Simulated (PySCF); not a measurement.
Gas-phase reaction: 3 InBr + CCl₄ → InBr₃ + 2 InCl + CCl₂

Computed with PySCF (xtb for GFN2) and rigid-rotor harmonic-oscillator thermochemistry at 1 bar. † marks an energy on the PBE0/def2-TZVP geometry and frequencies; other levels use their own. MP2 freezes the core. All species are closed-shell singlets. In: scalar-relativistic def2 core potential, no spin-orbit coupling. Br: all electrons, no relativistic terms. MP2 isn't extrapolated to the basis-set limit; its ΔH°(298 K) is 35.5 kJ in def2-SVP and 42.3 kJ in def2-TZVPP. The harmonic model lacks anharmonicity and excited electronic states, which grow with temperature; levels with a mode under 35 cm⁻¹ are left out. Soft modes under 120 cm⁻¹ make the harmonic entropy rough for InBr₃.

ΔH° and ΔS° at 298 K: GFN2-xTB 94 kJ, 49 J/K; M06-2X/def2-TZVP† 8 kJ, 47 J/K; MP2/def2-TZVPP† 42 kJ, 47 J/K; PBE0/def2-QZVP† 24 kJ, 47 J/K.

Task: With the heat capacities included, give log10 K (1 bar) at 1000, 1200, 1800, 2000, 2500 K from GFN2-xTB, M06-2X/def2-TZVP†, MP2/def2-TZVPP†, PBE0/def2-QZVP†.

Result: 
```tsv
T (K)	GFN2-xTB	M06-2X/def2-TZVP†	MP2/def2-TZVPP†	PBE0/def2-QZVP†
1000	-2.4	2.1	0.3	1.3
1200	-1.6	2.1	0.7	1.5
1800	-0.3	2.2	1.2	1.8
2000	0.0	2.2	1.3	1.8
2500	0.4	2.3	1.5	1.9
```
